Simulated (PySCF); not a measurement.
Species: C6H10O2.
Geometry (GFN2-xTB, Å), atoms numbered from 1 in this order:
```xyz
18
C6H10O2 angstrom
C     -2.8384    0.9318   -0.0323
C     -1.4694    0.3469   -0.1133
C     -1.2074   -0.9471   -0.0643
C      0.1560   -1.5686   -0.1296
O      1.1982   -0.6296   -0.3745
C      1.8330   -0.1189    0.6867
C      2.8993    0.8542    0.2534
O      1.5908   -0.4148    1.8262
H     -3.5919    0.1526    0.0500
H     -3.0439    1.5315   -0.9186
H     -2.9142    1.5875    0.8347
H     -0.6615    1.0592   -0.2184
H     -2.0045   -1.6706    0.0412
H      0.2034   -2.2875   -0.9541
H      0.3624   -2.0907    0.8144
H      2.6969    1.8260    0.6976
H      2.9197    0.9324   -0.8286
H      3.8628    0.5117    0.6235
```

Theory: B3LYP/def2-SVPD in PySCF (dipole) on a GFN2-xTB geometry, gas phase.

Take the most abundant isotopes and a rigid rotor. The values belong to one conformer with, in the numbering `[CH3:1]/[CH:2]=[CH:3]/[CH2:4][O:5][C:6]([CH3:7])=[O:8]`, C2–C3–C4–O5 -5°, C3–C4–O5–C6 94°, C4–O5–C6–C7 180°.

(1) What are A, B and C (MHz)?

(2) What kind of rotor is it?

(3) What does the inertial defect say?

(4) Give the other two planar moments, Paa and Pbb, and the rms extents of the mass along the axes.

(5) List the rotational levels J(Ka,Kc) to J = 4 (cm⁻¹).

(6) Which types of transition are allowed, and where do some lines up to J = 4 fall?

(7) Estimate the classical rotational partition function at 25 K, 50 K and 298.15 K.

Answers

(1) Ia = 137.48, Ib = 459.95, Ic = 500.87 u·Å²; 505379 MHz·u·Å²/I gives A = 3676, B = 1099, C = 1009 MHz.

(2) A near-prolate asymmetric top: κ = (2 × 1099 − 3676 − 1009)/(3676 − 1009) = -0.93.

(3) Not planar: Δ = Ic − Ia − Ib = -96.56 u·Å². For a rigid frame Δ = −2 Σ m c², so Σ m c² = 48.28 u·Å² lies off the ab plane: 6.29 from hydrogen and 41.99 from heavier atoms. The atom farthest from that plane is 1.65 Å away.

(4) Paa = Σ m a² = (Ib + Ic − Ia)/2 = 411.67 and Pbb = Σ m b² = (Ia + Ic − Ib)/2 = 89.20 u·Å². With the mass M = 114.07 u, the rms extents √(P/M) along a, b and c are 1.90, 0.88, 0.65 Å.

(5) Above 0(0,0):
J = 1: 1(0,1) 0.0703, 1(1,1) 0.1563, 1(1,0) 0.1593
J = 2: 2(0,2) 0.2108, 2(1,2) 0.2939, 2(1,1) 0.3029, 2(2,1) 0.5608, 2(2,0) 0.5609
J = 3: 3(0,3) 0.4215, 3(1,3) 0.5003, 3(1,2) 0.5182, 3(2,2) 0.7717, 3(2,1) 0.7721, 3(3,1) 1.2091, 3(3,0) 1.2091
J = 4: 4(0,4) 0.7019, 4(1,4) 0.7754, 4(1,3) 0.8053, 4(2,3) 1.0529, 4(2,2) 1.0540, 4(3,2) 1.4905, 4(3,1) 1.4905, 4(4,1) 2.1026, 4(4,0) 2.1026

(6) The dipole components are |μa| = 0.65 D, |μb| = 0.06 D, |μc| = 1.80 D. The squared components, which scale the intensities, stand as 0.13 : 0.00 : 1.00 (a : b : c). Some lines, for components of 0.1 D or more:

```csv
type,branch,"J(Ka,Kc)",MHz,lower level (cm⁻¹)
a,Q,"3(1,2) ← 3(1,3)",539,0.500
c,Q,"2(1,2) ← 2(0,2)",2490,0.211
c,Q,"1(1,1) ← 1(0,1)",2577,0.070
a,R,"2(1,2) ← 1(1,1)",4126,0.156
a,R,"2(1,1) ← 1(1,0)",4305,0.159
a,R,"3(1,3) ← 2(1,2)",6187,0.294
a,R,"3(0,3) ← 2(0,2)",6314,0.211
a,R,"3(2,1) ← 2(2,0)",6333,0.561
c,Q,"4(2,3) ← 4(1,3)",7422,0.805
c,Q,"3(2,2) ← 3(1,2)",7599,0.518
c,Q,"2(2,1) ← 2(1,1)",7732,0.303
a,R,"4(0,4) ← 3(0,3)",8408,0.421
a,R,"4(3,1) ← 3(3,0)",8436,1.209
c,R,"4(1,3) ← 3(0,3)",11507,0.421
c,R,"2(2,0) ← 1(1,0)",12039,0.159
c,Q,"3(3,1) ← 3(2,1)",13101,0.772
c,R,"4(2,2) ← 3(1,2)",16062,0.518
c,Q,"4(4,1) ← 4(3,1)",18350,1.490
c,R,"4(3,2) ← 3(2,2)",21548,0.772
```

(7) Point group C1, symmetry number σ = 1; q = (√π/σ)·√((kT/h)³/(ABC)), k/h = 20836.6 MHz/K: 10400 at 25 K, 29500 at 50 K, 430000 at 298.15 K.

No frequency check. No vibrational averaging or centrifugal distortion is included, and the geometry carries the error of its method. A rigid rotor knows nothing of internal rotation, which can split or shift real lines.

Time: 59 s (grids of density and orbitals included); peak memory 0.97 GiB. Hardware: an Intel Xeon Platinum 8488C with one thread, shared host. This is the B3LYP/def2-SVPD job that gave the dipole, with the excitations it also computed.
